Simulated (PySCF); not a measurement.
Zr²⁷⁺: fine-structure interval

Zr²⁷⁺ [Ne] 3s2 3p1 [3p1/2^1, M_J = 1/2] → Zr²⁷⁺ [Ne] 3s2 3p1 [3p3/2^1, M_J = 3/2], as a difference of total energies. All numbers are calculated (PySCF 2.14, the two-component X2C-1e Hamiltonian, in an uncontracted even-tempered set (19 s from 4 bohr⁻², ratio 2.4; 13 p from 5.2 bohr⁻², ratio 2.4; 5 d from 19 bohr⁻², ratio 2.6; 4 f from 28 bohr⁻², ratio 2.6)). Correlated levels: 1s2 frozen; the 50 highest virtual spinors dropped. "Screened" scales the spin-orbit matrix elements by Boettger's factors to mimic the two-electron term; Breit and QED terms are absent.

```tsv
method	fine-structure interval (cm⁻¹)
GHF (screened spin-orbit)	168650
GMP2 (screened spin-orbit)	166950
GHF (bare spin-orbit)	177700
```
